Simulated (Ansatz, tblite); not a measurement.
Cost and result up the ladder for the cluster LaB6⁺ (the lowest singlet isomer of a short search) (7 atoms). Charge 1, multiplicity 1. Geometry: B3LYP-D4/def2-SVP.

| atom | x (Å) | y (Å) | z (Å) |
| --- | --- | --- | --- |
| La1 | 2.452 | 2.309 | -0.290 |
| B2 | -1.021 | -1.728 | 0.236 |
| B3 | 1.638 | 0.153 | 0.000 |
| B4 | -1.239 | 0.158 | -0.048 |
| B5 | 0.261 | -0.813 | 0.123 |
| B6 | -2.314 | -0.946 | 0.112 |
| B7 | 0.223 | 0.866 | -0.132 |

Ansatz on 4 threads of Intel Xeon on a shared host; xTB runs through tblite on one thread. Times are rough, summed over both states, and most runs start from the orbitals of an earlier one. PBE0-D4/def2-TZVP serves as the yardstick here, not as an exact answer. The other state is a triplet at its own geometry.

In the def2 sets La takes a core potential; there is no spin–orbit coupling. The xTB rows come from tblite. B3LYP takes the VWN-RPA correlation. HSE06 is defined as in plane-wave codes, on full-range PBE exchange. Another isomer (singlet) lies 0.10 eV lower at PBE0-D4/def2-TZVP.

Run but left out: HF/def2-TZVP, MP2/def2-TZVP (singlet: restricted singlet, unstable towards broken spin symmetry).

xTB has no spin-polarisation term.

```csv
level,functions,wall time,triplet − singlet (eV),difference from PBE0-D4/def2-TZVP (eV)
GFN1-xTB,33,0.043 s,0.18,0.12
GFN2-xTB,33,0.067 s,0.46,0.41
PBE-D4/def2-TZVP,226,12 s,0.24,0.19
PBE0-D4/def2-TZVP,226,19 s,0.05,0.00
HSE06-D4/def2-TZVP,226,20 s,0.06,0.01
B3LYP-D4/def2-TZVP,226,21 s,0.12,0.07
r2SCAN-D4/def2-TZVP (with forces),226,25 s,-0.01,-0.06
```
